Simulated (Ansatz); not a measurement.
Computed with Ansatz on PBE0-D4/def2-TZVP structures; ΔE is electronic, products minus reactants. CCSD(T)/CBS is the MP2 limit (def2-TZVPP, def2-QZVPP) plus CCSD(T) − MP2 in def2-TZVPP, frozen cores. This one scheme is used for every species, atoms too. Functionals use def2-TZVPP. B3LYP here is the variant with VWN-RPA as its local correlation; programs differ in this. Open shells (•) are unrestricted, without spin–orbit coupling. Spin–orbit coupling would lower the free atoms: a little for C, Cl, Si. One conformer a species, not always the lowest.

Consider the atomization: `CC(C)[Si](Cl)(Cl)C(C)C` → 6 C• + 2 Cl• + 14 H• + Si•.

| level | ΔE (eV) |
| --- | --- |
| B3LYP-D4 | 92.78 |
| CCSD/def2-TZVPP | 89.70 |

**Question.** What does CCSD(T)/CBS give? (An estimate is asked.)

**Answer.** Ansatz gave: +92.97 eV. The listed levels differ from it by -0.19, -3.27 eV.

Largest T1 diagnostic among the species: 0.012.

The D4 term adds +1.19 eV with B3LYP and +0.65 eV with PBE0; it sums over pairs of atoms, weighted by their polarisabilities, and B3LYP, whose exchange is more repulsive, gets the larger term. From PBE to PBE0 (25 % exact exchange), in def2-TZVPP and without D4, ΔE moves by −0.72 eV: exact exchange takes away binding that semilocal exchange gives to molecules.

For atomizations the MP2-based limit and the directly extrapolated one differ by several kJ/mol either way, and by 10 to 25 for some Ge, Se and Sn compounds, so smaller differences from it don't rank the levels.
